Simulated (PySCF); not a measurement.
PySCF 2.14 output of an unrestricted LC-wPBE calculation on a single atom or ion in x2c-QZVPPall with one added diffuse shell each of s, p, d, f type (14s10p8d5f1g, 128 functions), with the spin-free X2C one-electron Hamiltonian (Gaussian nucleus):

```
SCF conv_tol = 1e-09
number electrons alpha = 26  beta = 24
    O. A. Vydrov and G. E. Scuseria.,  J. Chem. Phys. 125, 234109 (2006)
cycle= 1 E= -6480.01121454737  delta_E= -0.0273  |g|= 0.0387  |ddm|= 0.348
cycle= 2 E= -6480.01155513049  delta_E= -0.000341  |g|= 0.00911  |ddm|= 0.0548
cycle= 3 E= -6480.01157777825  delta_E= -2.26e-05  |g|= 0.00202  |ddm|= 0.0125
cycle= 4 E= -6480.01158137666  delta_E= -3.6e-06  |g|= 0.00129  |ddm|= 0.00414
cycle= 5 E= -6480.01158167894  delta_E= -3.02e-07  |g|= 0.000272  |ddm|= 0.000948
cycle= 6 E= -6480.01158171816  delta_E= -3.92e-08  |g|= 3.03e-05  |ddm|= 0.000474
cycle= 7 E= -6480.01158171921  delta_E= -1.05e-09  |g|= 2.4e-06  |ddm|= 0.000114
cycle= 8 E= -6480.01158171922  delta_E= -1.09e-11  |g|= 2.74e-07  |ddm|= 8.38e-06
converged SCF energy = -6480.01158171922  <S^2> = 2.0051073  2S+1 = 3.003403
```

The run itself started from symmetry-adapted Hartree-Fock orbitals and held the occupation by maximum overlap, on a logarithmic radial grid, so the iterations belong to that start.

Task: Which element, charge and spin multiplicity is this?

Result: Sb⁺ (antimony, charge +1), multiplicity 3; the state was [Kr] 4d10 5s2 5p2, high-spin 3P determinant.
